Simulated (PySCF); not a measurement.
PySCF input file for Al(F)2(OH) (AlF₂HO), SMILES [OH][Al]([F])[F], TDDFT-PBE0/def2-SVPD. Geometry: PBE0-D3(BJ)/def2-SVP. The values are those of a single conformer.

```python
import numpy as np
from pyscf import gto, scf, dft, tdscf

mol = gto.M(
    atom='''
    Al   -0.00623559   -0.01309644    0.00000000
    F     1.55973128   -0.53793621   -0.00000000
    F    -1.20724144   -1.14100796   -0.00000000
    O    -0.41198307    1.61641594   -0.00000000
    H     0.20451865    2.34942365   -0.00000000
    ''',
    basis='def2-SVPD',
    charge=0,
    spin=0,
    symmetry=True,
    max_memory=1600,
    verbose=4,
)
mf = dft.RKS(mol, xc='pbe0').density_fit(auxbasis='def2-universal-jkfit')
mf.grids.level = 3
mf.conv_tol = 1e-9
mf.max_cycle = 100
mf.kernel()
mf.grids = dft.Grids(mol).set(level=1).build(with_non0tab=True)  # coarser grid for the response kernel
td = tdscf.TDDFT(mf)
td.singlet = True
td.nstates = 10
td.conv_tol = 1e-4
td.kernel(x0=td.get_init_guess(mf, 15))
td.analyze()
tt = tdscf.TDA(mf)
tt.singlet = False
tt.nstates = 4
tt.conv_tol = 1e-4
tt.kernel(x0=tt.get_init_guess(mf, 9))
tt.analyze(verbose=3)
```

It prints:

```
PySCF version 2.14.0

[INPUT] verbose = 4
[INPUT] num. atoms = 5
[INPUT] num. electrons = 40
[INPUT] charge = 0
[INPUT] spin (= nelec alpha-beta = 2S) = 0
[INPUT] symmetry True subgroup None
[INPUT] Mole.unit = angstrom
[INPUT] Symbol           X                Y                Z      unit          X                Y                Z       unit  Magmom
[INPUT]  1 Al    -0.006235590000  -0.013096440000   0.000000000000 AA   -0.011783557325  -0.024748684807   0.000000000000 Bohr   0.0
[INPUT]  2 F      1.559731280000  -0.537936210000   0.000000000000 AA    2.947464947117  -1.016552109387   0.000000000000 Bohr   0.0
[INPUT]  3 F     -1.207241440000  -1.141007960000   0.000000000000 AA   -2.281355687826  -2.156192550349   0.000000000000 Bohr   0.0
[INPUT]  4 O     -0.411983070000   1.616415940000   0.000000000000 AA   -0.778535170258   3.054583429981   0.000000000000 Bohr   0.0
[INPUT]  5 H      0.204518650000   2.349423650000   0.000000000000 AA    0.386484235866   4.439767249076   0.000000000000 Bohr   0.0

nuclear repulsion = 159.375341716297
point group symmetry = Cs
symmetry origin: [-9.44863043e-10 -3.77945231e-09  0.00000000e+00]
symmetry axis x: [ 1.00000000e+00 -1.93974195e-09  0.00000000e+00]
symmetry axis y: [1.93974195e-09 1.00000000e+00 0.00000000e+00]
symmetry axis z: [0. 0. 1.]
num. orbitals of irrep A' = 71
num. orbitals of irrep A" = 30
number of shells = 41
number of NR pGTOs = 151
number of NR cGTOs = 101
basis = def2-SVPD
ecp = {}


[settings echo left out]
init E= -517.492292455638
HOMO (A") = -0.468155184644262  LUMO (A') = -0.10828065305984  gap/eV = 9.79268
cycle= 1 E= -517.316938197208  delta_E= 0.175  |g|= 0.993  |ddm|= 2.39
HOMO (A") = -0.226430116773709  LUMO (A') = -0.0323452223949667  gap/eV = 5.28132
cycle= 2 E= -517.024604422884  delta_E= 0.292  |g|= 1.62  |ddm|= 2.22
HOMO (A") = -0.388408087200412  LUMO (A') = -0.054151510406637  gap/eV = 9.09558
cycle= 3 E= -517.494838650662  delta_E= -0.47  |g|= 0.0698  |ddm|=  1.4
HOMO (A") = -0.3663017868384  LUMO (A') = -0.0513154681984602  gap/eV = 8.57121
cycle= 4 E= -517.495222682429  delta_E= -0.000384  |g|= 0.0599  |ddm|= 0.115
HOMO (A") = -0.372069743814787  LUMO (A') = -0.0510051716294821  gap/eV = 8.73661
cycle= 5 E= -517.495836458258  delta_E= -0.000614  |g|= 0.00414  |ddm|= 0.0403
HOMO (A") = -0.372124596763619  LUMO (A') = -0.0510047531510778  gap/eV = 8.73812
cycle= 6 E= -517.495839376356  delta_E= -2.92e-06  |g|= 0.000776  |ddm|= 0.00441
HOMO (A") = -0.372307332316026  LUMO (A') = -0.0510469426044113  gap/eV = 8.74194
cycle= 7 E= -517.495839491185  delta_E= -1.15e-07  |g|= 0.00016  |ddm|= 0.000915
HOMO (A") = -0.372307144857113  LUMO (A') = -0.0510411833609345  gap/eV = 8.74209
cycle= 8 E= -517.495839494316  delta_E= -3.13e-09  |g|= 9.81e-05  |ddm|= 0.000188
HOMO (A") = -0.372309910184641  LUMO (A') = -0.0510411158713091  gap/eV = 8.74217
cycle= 9 E= -517.495839495877  delta_E= -1.56e-09  |g|= 1.16e-05  |ddm|= 7.01e-05
HOMO (A") = -0.372309182619325  LUMO (A') = -0.0510420371134463  gap/eV = 8.74212
cycle= 10 E= -517.495839495907  delta_E= -2.97e-11  |g|= 1.37e-06  |ddm|= 1.27e-05
HOMO (A") = -0.372308792579923  LUMO (A') = -0.0510418534709336  gap/eV = 8.74212
Extra cycle  E= -517.495839495909  delta_E= -2.05e-12  |g|= 1.29e-06  |ddm|= 1.97e-06
converged SCF energy = -517.495839495909
tot grids = 24608


******** <class 'pyscf.tdscf.rks.TDDFT'> for <class 'pyscf.df.df_jk.DFSymAdaptedRKS'> ********
nstates = 10 singlet
deg_eia_thresh = 1.000e-03
wfnsym = None
conv_tol = 0.0001
eigh lindep = 1e-12
eigh level_shift = 0
eigh max_cycle = 100


Excitation energies (eV)
[7.19055434 7.63537503 8.80587611 8.9409696  9.05181372 9.18492014
 9.31508001 9.3441082  9.47484048 9.74612472]

** Singlet excitation energies and oscillator strengths **
Excited State   1:   A"      7.19055 eV    172.43 nm  f=0.0465
      20 -> 21        0.70188
Excited State   2:   A'      7.63538 eV    162.38 nm  f=0.0449
      19 -> 21        0.69357
      20 -> 22       -0.10485
Excited State   3:   A'      8.80588 eV    140.80 nm  f=0.0299
      18 -> 21        0.68848
      20 -> 22        0.11306
Excited State   4:   A"      8.94097 eV    138.67 nm  f=0.0001
      17 -> 21       -0.69691
Excited State   5:   A"      9.05181 eV    136.97 nm  f=0.0025
      19 -> 22       -0.69930
Excited State   6:   A'      9.18492 eV    134.99 nm  f=0.0395
      16 -> 21        0.26662
      19 -> 25        0.12833
      20 -> 22       -0.61623
Excited State   7:   A"      9.31508 eV    133.10 nm  f=0.0262
      15 -> 21        0.15641
      20 -> 23        0.68198
Excited State   8:   A'      9.34411 eV    132.69 nm  f=0.0962
      16 -> 21       -0.64309
      20 -> 22       -0.25306
Excited State   9:   A"      9.47484 eV    130.86 nm  f=0.1124
      15 -> 21       -0.67728
      20 -> 23        0.15500
Excited State  10:   A'      9.74612 eV    127.21 nm  f=0.0120
      19 -> 23       -0.69101

** Transition electric dipole moments (AU) **
state          X           Y           Z        Dip. S.      Osc.
  1         0.0000     -0.0000      0.5137      0.2639      0.0465
  2         0.3796     -0.3095     -0.0000      0.2399      0.0449
  3        -0.3705      0.0337      0.0000      0.1384      0.0299
  4        -0.0000      0.0000      0.0193      0.0004      0.0001
  5        -0.0000     -0.0000     -0.1057      0.0112      0.0025
  6        -0.2400      0.3431      0.0000      0.1753      0.0395
  7        -0.0000     -0.0000     -0.3390      0.1149      0.0262
  8        -0.0282      0.6475      0.0000      0.4200      0.0962
  9         0.0000      0.0000      0.6959      0.4843      0.1124
 10         0.1976      0.1068      0.0000      0.0504      0.0120

** Transition velocity dipole moments (imaginary part, AU) **
state          X           Y           Z        Dip. S.      Osc.
  1         0.0000     -0.0000      0.1324      0.0175      0.0442
  2         0.1078     -0.0926     -0.0000      0.0202      0.0480
  3        -0.1201      0.0129      0.0000      0.0146      0.0300
  4        -0.0000      0.0000      0.0049      0.0000      0.0000
  5         0.0000      0.0000     -0.0403      0.0016      0.0033
  6        -0.0816      0.1173     -0.0000      0.0204      0.0403
  7        -0.0000     -0.0000     -0.1134      0.0128      0.0250
  8        -0.0083      0.2194      0.0000      0.0482      0.0936
  9        -0.0000     -0.0000      0.2369      0.0561      0.1075
 10         0.0719      0.0356      0.0000      0.0064      0.0120

** Transition magnetic dipole moments (imaginary part, AU) **
state          X           Y           Z
  1        -0.6694     -0.0907      0.0000
  2        -0.0000     -0.0000      0.4549
  3         0.0000     -0.0000      0.3713
  4         0.1677     -0.6443     -0.0000
  5         0.5254      0.2643     -0.0000
  6        -0.0000      0.0000     -0.0065
  7         0.0206     -0.0512     -0.0000
  8         0.0000      0.0000      0.0171
  9         0.2508      0.0632      0.0000
 10         0.0000     -0.0000      0.4475


******** <class 'pyscf.tdscf.rks.TDA'> for <class 'pyscf.df.df_jk.DFSymAdaptedRKS'> ********
nstates = 4 triplet
deg_eia_thresh = 1.000e-03
wfnsym = None
conv_tol = 0.0001
eigh lindep = 1e-12
eigh level_shift = 0
eigh max_cycle = 100


Excitation energies (eV)
[6.77038792 7.19844028 8.15418874 8.53427861]

** Triplet excitation energies and oscillator strengths **
Excited State   1:   A"      6.77039 eV    183.13 nm  f=0.0000
Excited State   2:   A'      7.19844 eV    172.24 nm  f=0.0000
Excited State   3:   A'      8.15419 eV    152.05 nm  f=0.0000
Excited State   4:   A'      8.53428 eV    145.28 nm  f=0.0000
```

The run converged.

Cost: about 60 core-seconds (a rough figure).
